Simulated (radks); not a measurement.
All-electron atom: W IV in [Xe] 4f14 5d2 7d1 (not the ground configuration).

Method: scalar-relativistic Kohn-Sham, r2SCAN, spin-unpolarised, spherical densities, finite nucleus; meta-GGA in the generalised Kohn-Sham scheme; Fermi nuclear charge, rms radius 5.3658 fm; computed with a radial shooting solver on a logarithmic mesh with Libxc functionals.

Energy parts (hartree):
| part | energy |
|---|---|
| total | -16138.9108 |
| kinetic | 17777.9306 |
| electron-nucleus | -39799.4163 |
| Hartree | 6204.6097 |
| exchange-correlation | -322.0347 |

Orbitals (lengths in bohr, moments of r in powers of bohr; r(max) is where P^2 peaks):
orbital,occ.,eigenvalue (hartree),<r^4>,r(max)
1s,2,-2557.832,5.826e-07,0.01146
2s,2,-443.6328,0.00008758,0.06565
2p,6,-388.0907,0.00006884,0.05388
3s,2,-103.6443,0.003208,0.1851
3p,6,-87.11736,0.003458,0.1832
3d,10,-68.06918,0.002682,0.1495
4s,2,-22.73259,0.07546,0.4207
4p,6,-17.28792,0.1005,0.4411
4d,10,-10.34903,0.1482,0.4524
5s,2,-4.39419,2.327,0.9620
5p,6,-3.02971,4.225,1.085
4f,14,-2.67153,0.4813,0.4299
5d,2,-1.43006,16.16,1.387
7d,1,-0.32809,5108,7.711

The highest occupied level is 7d at -8.928 eV. Summed over all electrons, <r^2> = 92.99 bohr^2, which gives a Langevin (diamagnetic) susceptibility term of -73.6 x 10^-6 cm^3/mol.
